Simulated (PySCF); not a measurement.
## Simulated absorption spectrum

Compound: C₇H₆FS (charge +1).
Bonds: C1–C2 (double), C2–C3, C3–C4 (aromatic), C4–C5 (aromatic), C5–C6 (aromatic), C6–C7 (aromatic), C7–F8, C7–S9 (aromatic), C3–S9 (aromatic). Hydrogens: H10, H11 on C1; H12 on C2; H13 on C4; H14 on C5; H15 on C6.

Theory: TDDFT CAM-B3LYP/def2-SVPD, vertical, gas phase, core orbitals frozen in the response in PySCF. Isolated species at its GFN2-xTB geometry (one conformer only). Torsions of this conformer, `[CH2:1]=[CH:2][c:3]1[cH:4][cH:5][cH:6][c:7]([F:8])[s+:9]1`: C1–C2–C3–C4 0°.

Computed states:

```
state  E (eV)       f
   S1    3.83   0.288
   S2    5.06   0.073
   S3    5.56   0.107
   S4    5.92   0.153
   S5    6.04  0.0034
   S6    6.50  0.0017
   S7    6.60  0.0001
   S8    6.70   0.211
```

Each state is given a Gaussian of 0.5 eV full width at half maximum, with ε(max) = 2.175×10⁸ f / Δν̃ (Δν̃ the width in cm⁻¹). The width is an assumption, not a result. The curve ends short of the highest state used, and states not computed would add to its high-energy end.

(1) Give the broadened spectrum and its maxima.

(2) Coming from long wavelengths, where does ε first pass 100 L mol⁻¹ cm⁻¹?

(3) On this curve, what absorbance would a 10⁻⁴ mol/L sample give at 308 nm over a 1 cm path?

## Answers

(1) 
| λ (nm) | ε (L mol⁻¹ cm⁻¹) |
| --- | --- |
| 203.3 | 6345 |
| 207.9 | 9176 |
| 212.6 | 10234 |
| 217.2 | 9663 |
| 221.8 | 8412 |
| 226.5 | 6862 |
| 231.1 | 5504 |
| 235.7 | 4754 |
| 240.3 | 4535 |
| 245.0 | 4309 |
| 249.6 | 3695 |
| 254.2 | 2749 |
| 258.9 | 1746 |
| 263.5 | 977 |
| 268.1 | 494 |
| 272.7 | 264 |
| 277.4 | 252 |
| 282.0 | 480 |
| 286.6 | 1041 |
| 291.3 | 2104 |
| 295.9 | 3733 |
| 300.5 | 5938 |
| 305.1 | 8539 |
| 309.8 | 11244 |
| 314.4 | 13507 |
| 319.0 | 15007 |
| 323.7 | 15520 |
| 328.3 | 15007 |
| 332.9 | 13662 |
| 337.5 | 11767 |
| 342.2 | 9586 |
| 346.8 | 7482 |
| 351.4 | 5595 |
| 356.1 | 3993 |
| 360.7 | 2768 |
| 365.3 | 1857 |
| 369.9 | 1208 |
| 374.6 | 757 |
| 379.2 | 467 |
| 383.8 | 282 |
| 388.5 | 165 |
| 393.1 | 95 |
| 397.7 | 54 |
| 402.3 | 30 |

Maxima: 324 nm (3.83 eV), ε about 16000, made up of S1 (100%); 213 nm (5.83 eV), ε about 10000, made up of S3 (25%) and S4 (74%) (ε in L mol⁻¹ cm⁻¹; maxima over ε = 5, shares over 10%).

(2) At about 393 nm (3.16 eV), 0.67 eV below S1.

(3) 308 nm is 4.025 eV, where ε is about 10000 L mol⁻¹ cm⁻¹, so A = ε c l ≈ 1 (Beer–Lambert, with the gas-phase spectrum and the assumed width).
